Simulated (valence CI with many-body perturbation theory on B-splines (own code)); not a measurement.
The numbers below are computed, except where a source is named.
## Hyperfine factors and g values of Re LXX

Method: configuration interaction combined with many-body perturbation theory (CI+MBPT): four valence electrons over a frozen Dirac-Fock core [He], a basis of 11 s, 11 p, 9 d, 7 f, 5 g, 2 h, 1 i functions for each j, with the one-electron correlation potential Σ1, the two-electron term Σ2, the three-electron term Σ3, Breit, model QED; selected CI, second order for the rest (own B-spline code, finite nucleus).

The last digits are not significant, and no measured levels were compared; by estimate large intervals hold to a few tenths of a per cent, small ones and those within an open d or f shell to about a per cent. Among the levels kept, up to 280 cm⁻¹ of a level comes from second order outside the variational space, and about a tenth of that is noise between levels of different J, which matters for small intervals.

A/g_I is the dipole constant over the nuclear g factor μ/I (μ in nuclear magnetons, uniformly magnetised nucleus), B/Q the quadrupole constant per barn. Both hold the static response of the core; the bare values leave it out. Large factors of s and p1/2 electrons are usually good to 5 to 10 %; those of open d and f shells near neutrality can be off by tens of per cent, and small factors of p3/2, d and f electrons come from cancelling terms and can be off by a factor of two or in sign, in half-filled shells by more. B is blank for J = 1/2, where it vanishes, and for nearly pure S terms. Energies count from the lowest level. Levels with J = 0 are left out.

Levels are named by their leading jj configuration (3d3/2^4 stands for four electrons in 3d with j = 3/2), which in mixed levels can hold well under half, so a name can repeat and another be missing. Letters in brackets count levels of one name in rising energy.

```
                     Level  E (eV)      g  A/g_I (MHz)  A/g_I bare  B/Q (MHz/b)  B/Q bare
    (2s^2 2p1/2 2p3/2) J=1    1502  1.467      -919000     -888000       874000    875000
    (2s^2 2p1/2 2p3/2) J=2    1521  1.132      2680000     2680000      1660000   1660000
    (2s 2p1/2^2 2p3/2) J=2    1811  1.489      6750000     6710000      1690000   1690000
    (2s 2p1/2^2 2p3/2) J=1    1901  1.112     -5030000    -4930000       976000    978000
        (2s^2 2p3/2^2) J=2    3048  1.290       889000      907000        84600     84700
(2s 2p1/2 2p3/2^2) J=2 [a]    3284  1.546      4780000     4750000       248000    248000
    (2s 2p1/2 2p3/2^2) J=3    3329  1.292      6030000     5990000        -3590     -3630
(2s 2p1/2 2p3/2^2) J=1 [a]    3417  1.298     -6110000    -6000000      -479000   -479000
(2s 2p1/2 2p3/2^2) J=2 [b]    3426  1.044      -462000     -413000      -172000   -172000
(2s 2p1/2 2p3/2^2) J=1 [b]    3431  1.291     1.55e+07    1.54e+07       273000    274000
     (2p1/2^2 2p3/2^2) J=2    3753  1.303       832000      870000        80800     80900
          (2s 2p3/2^3) J=2    4892  1.434      6830000     6790000     -1780000  -1780000
          (2s 2p3/2^3) J=1    4980  1.152     -5090000    -4990000      -770000   -771000
       (2p1/2 2p3/2^3) J=1    5272  1.467      -979000     -919000      -869000   -870000
       (2p1/2 2p3/2^3) J=2    5290  1.120      2670000     2680000     -1820000  -1830000
       (2s^2 2p1/2 3s) J=1   10746  1.299      7640000     7600000       -15000    -15000
    (2s^2 2p1/2 3p1/2) J=1   10833  0.631      5300000     5280000        -3600     -3610
       (2s 2p1/2^2 3s) J=1   11025  1.997     1.57e+07    1.56e+07         6780      6790
    (2s 2p1/2^2 3p1/2) J=1   11125  1.334     1.35e+07    1.33e+07        -6340     -6350
    (2s^2 2p1/2 3p3/2) J=2   11301  1.143      2230000     2230000       520000    521000
    (2s^2 2p1/2 3p3/2) J=1   11302  1.497     -1600000    -1590000       261000    261000
    (2s^2 2p1/2 3d3/2) J=2   11367  0.741      2160000     2150000       106000    107000
    (2s^2 2p1/2 3d3/2) J=1   11394  0.826     -1810000    -1800000        45300     45700
    (2s^2 2p1/2 3d5/2) J=2   11498  1.283     -1140000    -1130000       102000    103000
    (2s^2 2p1/2 3d5/2) J=3   11502  1.091      1410000     1400000        98100     98900
    (2s 2p1/2^2 3p3/2) J=2   11586  1.491      6180000     6130000       506000    506000
    (2s 2p1/2^2 3p3/2) J=1   11592  1.139     -5820000    -5750000       267000    267000
    (2s 2p1/2^2 3d3/2) J=1   11652  0.471     -5960000    -5900000        45900     46300
    (2s 2p1/2^2 3d3/2) J=2   11658  1.105      6190000     6120000        88900     89600
    (2s 2p1/2^2 3d5/2) J=3   11779  1.326      4150000     4110000        91100     91900
    (2s 2p1/2^2 3d5/2) J=2   11797  1.033     -3950000    -3910000        75800     76500
```

Question: Take the isotope of mass number 185, with I = 5/2, μ = 3.176 μN and Q = 2.07 b. What is the hyperfine structure of (2s 2p1/2^2 2p3/2) J=1?

Answer: From the table A = -6390000 MHz, B = 2020000 MHz. Shifts from the centre of gravity in MHz: F = 3/2: 2.38e+07, F = 5/2: 4770000, F = 7/2: -1.55e+07.
